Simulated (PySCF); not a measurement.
# Field gradients at the hydrogen positions

Species: C9H12Si.
Structure used (GFN2-xTB), in Å, numbered top down from 1:
```
atom  x, y, z in Å
C1     3.433   -0.284   -0.680
C2     2.716   -0.477    0.427
C3     3.315   -0.904    1.735
C4     1.317   -0.287    0.427
C5     0.114   -0.148    0.469
C6    -1.265    0.057    0.459
C7    -2.240   -0.493    1.215
Si8   -3.634    0.451    0.376
C9    -1.987    1.009   -0.479
C10   -1.776    0.695   -1.952
H11    2.975    0.023   -1.604
H12    4.500   -0.434   -0.693
H13    2.862   -1.838    2.068
H14    3.121   -0.151    2.499
H15    4.389   -1.044    1.639
H16   -2.108   -1.217    2.004
H17   -4.335    1.478    1.147
H18   -4.556   -0.306   -0.469
H19   -1.685    2.043   -0.293
H20   -2.081   -0.327   -2.173
H21   -2.360    1.371   -2.574
H22   -0.725    0.802   -2.222
```

Level: PBE0/pcSseg-1 (PySCF, non-relativistic); Q(2H) = 0.00286 b; rigid geometry, the same for H and D, with no vibrational averaging.

Question: Rank these positions by the coupling χzz of a deuteron there, largest first.
A. H19 (methine hydrogen)
B. H17 (Si–H hydrogen)
C. H15 (methyl hydrogen)
D. H11 (vinylic hydrogen)

Answer: D (225 kHz), C (211 kHz), A (206 kHz), B (110 kHz).

Tabulate Vzz, the asymmetry η and χzz = 234.96 MHz × Q × Vzz for every hydrogen position.

| atom | bonded to | bond length (Å) | Vzz (au) | η | χzz (kHz) |
| --- | --- | --- | --- | --- | --- |
| H11 | C1 | 1.077 | 0.3351 | 0.05 | 225 |
| H12 | C1 | 1.077 | 0.3366 | 0.06 | 226 |
| H13 | C3 | 1.090 | 0.3092 | 0.03 | 208 |
| H14 | C3 | 1.090 | 0.3087 | 0.03 | 207 |
| H15 | C3 | 1.087 | 0.3139 | 0.04 | 211 |
| H16 | C7 | 1.079 | 0.3367 | 0.02 | 226 |
| H17 | Si8 | 1.463 | 0.1631 | 0.00 | 110 |
| H18 | Si8 | 1.462 | 0.1635 | 0.01 | 110 |
| H19 | C9 | 1.094 | 0.3066 | 0.04 | 206 |
| H20 | C10 | 1.089 | 0.3116 | 0.03 | 209 |
| H21 | C10 | 1.089 | 0.3147 | 0.02 | 211 |
| H22 | C10 | 1.091 | 0.3093 | 0.02 | 208 |

Average by the element that carries the hydrogen.

on C: 214 kHz over 10 positions, mean bond length 1.086 Å; on Si: 110 kHz over 2 positions, mean bond length 1.463 Å.

How does χzz go with the bond length over the 10 C–H bonds?

A straight-line fit has a slope of -13.4 kHz for each 0.01 Å, with a correlation coefficient of -0.98, over lengths from 1.077 to 1.094 Å. The longer bonds have the smaller couplings here.

A static deuteron (I = 1) shows a doublet split by (3/2)χ, (3/4)χ(1 + η) and (3/4)χ(1 − η) with the field along z, y and x of the gradient. What are these for H22?

With |χ| = 207.8 kHz and η = 0.019: 312, 159 and 153 kHz, to first order and without motion.

Geometry: GFN2-xTB; no solvent, vibrations or thermal averaging. GFN2-xTB bond lengths can be off by several hundredths of an ångström, more for odd bonds, and the gradients follow them. A larger basis could move these couplings by a tenth or more.

The run behind these numbers computed NMR shieldings as well. Time: 1.7 min; peak memory 0.99 GiB. Hardware: one thread of an Arm Neoverse N1, no GPU, on a shared host.
